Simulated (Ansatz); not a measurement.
Molecule: dimethoxy(methyl)borane, C₃H₉BO₂, net charge 0, singlet state. 
Coordinates optimised at B3LYP-D3(BJ)/def2-TZVP (Ansatz, a first-principles code):
```xyz
15

B     -0.0105    -0.0186    -0.0022
C      0.3088     1.5174     0.1851
O     -1.2676    -0.5473    -0.0467
C     -2.4441     0.2312     0.0714
O      0.9749    -0.9555    -0.1368
C      2.3499    -0.6213    -0.1187
H      0.8951     1.8960    -0.6577
H     -0.5748     2.1472     0.2795
H      0.9251     1.6785     1.0748
H     -3.2933    -0.4471     0.0010
H     -2.4892     0.7489     1.0332
H     -2.5198     0.9703    -0.7305
H      2.9146    -1.5440    -0.2443
H      2.6090     0.0614    -0.9328
H      2.6395    -0.1598     0.8294
```
Charge 0, spin multiplicity 1.

Dipole moments at this geometry, in debye (magnitudes).

```json
[
 {"level": "BLYP/def2-TZVPD", "program": "Ansatz", "dipole (D)": "1.89"},
 {"level": "revPBE/def2-TZVPD", "program": "Ansatz", "dipole (D)": "1.84"},
 {"level": "r2SCAN/def2-TZVPD", "program": "Ansatz", "dipole (D)": "1.95"},
 {"level": "PBE0/def2-TZVPD", "program": "Ansatz", "dipole (D)": "2.03"},
 {"level": "BHLYP/def2-TZVPD", "program": "Ansatz", "dipole (D)": "2.18"},
 {"level": "LC-wPBE/def2-TZVPD", "program": "Ansatz", "dipole (D)": "2.15"},
 {"level": "wB97M-V/def2-TZVPD", "program": "Ansatz", "dipole (D)": "2.04"},
 {"level": "wB97X-V/def2-TZVPD", "program": "Ansatz", "dipole (D)": "2.09"},
 {"level": "CCSD(T)/aug-cc-pVDZ", "program": "Ansatz", "dipole (D)": "2.00"}
]
```
